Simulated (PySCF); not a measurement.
Compound: C8H14NS (charge +1).
Cartesian coordinates in Å at the GFN2-xTB level; atoms count from 1:
```xyz
24
C8H14NS angstrom
C     -1.0638    1.5259   -0.4579
N     -1.2392    0.0771   -0.2591
C     -1.2386   -0.2245    1.1822
C     -2.5236   -0.3412   -0.8465
C     -0.1276   -0.6816   -0.9425
C      1.2383   -0.3451   -0.4564
C      1.9557   -0.9637    0.5286
C      3.2435   -0.4145    0.6945
C      3.4925    0.6067   -0.1652
S      2.1692    0.9248   -1.2018
H     -1.9009    2.0661   -0.0201
H     -0.1427    1.8609    0.0142
H     -1.0116    1.7571   -1.5202
H     -0.2807    0.0515    1.6198
H     -2.0294    0.3324    1.6810
H     -1.4038   -1.2884    1.3426
H     -2.6633   -1.4146   -0.7309
H     -3.3465    0.1709   -0.3506
H     -2.5511   -0.0985   -1.9073
H     -0.3177   -1.7459   -0.7828
H     -0.1998   -0.4672   -2.0107
H      1.5917   -1.7949    1.1062
H      3.9541   -0.7681    1.4180
H      4.3837    1.1945   -0.2604
```

Probes without a nucleus sit at each ring's centroid and 1 Å off its mean plane on both sides; NICS is minus the shielding there, NICSzz its component along the normal. Level: GIAO PBE0/pcSseg-1 (PySCF, non-relativistic, gas phase) on the GFN2-xTB geometry, one conformer.

Ring bond lengths (Å), with Mayer bond orders in brackets: C6–C7 1.367 (1.50), C7–C8 1.410 (1.30), C8–C9 1.358 (1.57), C9–S10 1.711 (1.18), S10–C6 1.742 (1.15).

**Question.** Give the NICS values of each ring in ppm.

**Answer.** 
```
           ring                                               type  NICS(0)  NICS(1), two faces  NICS(1)zz, two faces  rms pucker (Å)  centre to ring atoms, mean (Å)
C6–C7–C8–C9–S10  5-membered ring with S; formal bonds all aromatic    -12.1       -11.3 / -11.0         -27.5 / -25.6            0.00                            1.29
```

**Question.** What do they say, and how far can they be read as aromaticity?

**Answer.** 
- C6–C7–C8–C9–S10: mean NICS(1)zz -26.5 ppm, shielded. For a flat ring without four-coordinate atoms the NICS criterion counts such a value as aromatic.

**Question.** What does the geometric index give? HOMA = 1 − mean of α(R − Ropt)² over the ring bonds, with Krygowski's 1993 parameters (CC: Ropt 1.388 Å, α 257.7 Å⁻²; CS: Ropt 1.677 Å, α 94.09 Å⁻²).

**Answer.** 
- C6–C7–C8–C9–S10: HOMA 0.80; the largest term is that of S10–C6, α(R − Ropt)² = 0.40. The geometric and the magnetic index point the same way.

**Question.** At the first NICS(1) probe listed for ring C6–C7–C8–C9–S10, 1 Å off the ring, how large is the induced field along the normal in 11.7 T applied along it?

**Answer.** NICSzz × B0 = -27.5 ppm × 11.7 T = -322 μT, against the applied field.

**Question.** How shielded are the nuclei of the rings and their hydrogens (means over atoms taken as equivalent)?

**Answer.** 
```
atoms                        environment  σ isotropic (ppm)  principal values of the symmetric part, first atom (ppm)
   C6        substituted aromatic carbon               54.1                                        -23.6, 54.2, 131.7
   C7                 aromatic CH carbon               44.3                                        -38.0, 26.6, 144.2
   C8                 aromatic CH carbon               51.5                                        -27.6, 32.5, 149.5
   C9  aromatic CH next to a ring sulfur               40.8                                        -49.7, 30.4, 141.7
  S10              thiophene-type sulfur              242.5                                        95.3, 263.2, 369.1
  H22                  aromatic hydrogen              24.15                                          20.9, 22.7, 28.8
  H23                  aromatic hydrogen              23.99                                          20.5, 24.7, 26.8
  H24                  aromatic hydrogen              23.64                                          20.5, 23.3, 27.1
```

Hardware: one thread of an Arm Neoverse V1 (shared host). Cost: 62 s wall. This is the whole shielding run at PBE0/pcSseg-1, SCF included.
